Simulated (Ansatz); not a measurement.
Gas-phase electronic energies from Ansatz, PBE0-D4/def2-TZVP geometries. CCSD(T)/CBS is the MP2 limit (def2-TZVPP, def2-QZVPP) plus CCSD(T) − MP2 in def2-TZVPP, frozen cores. This one scheme is used for every species. For Ge outer-core shells are correlated without core-valence functions, which leaves a few kJ/mol of doubt a bond. Scalar relativity is left out up to krypton. Each species was taken in one conformer, which may not be the lowest.

Consider the cleavage of the Si–Si bond: `[SiH3][GeH2][SiH2][SiH2][GeH3]` + H–F → `F[SiH2][GeH3]` + `[SiH3][GeH2][SiH3]`.

```json
{"species": "`[SiH3][GeH2][SiH2][SiH2][GeH3]`", "CCSD(T)/CBS(def2) energy (Eh)": "-5026.67672"}
{"species": "H–F", "CCSD(T)/CBS(def2) energy (Eh)": "-100.39570"}
{"species": "`F[SiH2][GeH3]`", "CCSD(T)/CBS(def2) energy (Eh)": "-2468.03899"}
{"species": "`[SiH3][GeH2][SiH3]`", "CCSD(T)/CBS(def2) energy (Eh)": "-2659.07062"}
```

(1) Work out ΔE.

Largest T1 diagnostic among the species: 0.013.

Answers

(1) ΔE = (-2468.03899) + (-2659.07062) − (-5026.67672) − (-100.39570) = -0.03719 Eh = -97.6 kJ/mol.

Leaving LDA and LC-ωPBE aside and taking each functional with its dispersion term where it has one, the values, not all of them listed here, spread over 40.6 kJ/mol, from B2PLYP to revPBE-D4. LDA lies +9.2 kJ/mol from PBE without D4. At CCSD(T), def2-SVP lies +3.2 kJ/mol from the extrapolated value and def2-TZVPP −0.4 kJ/mol.
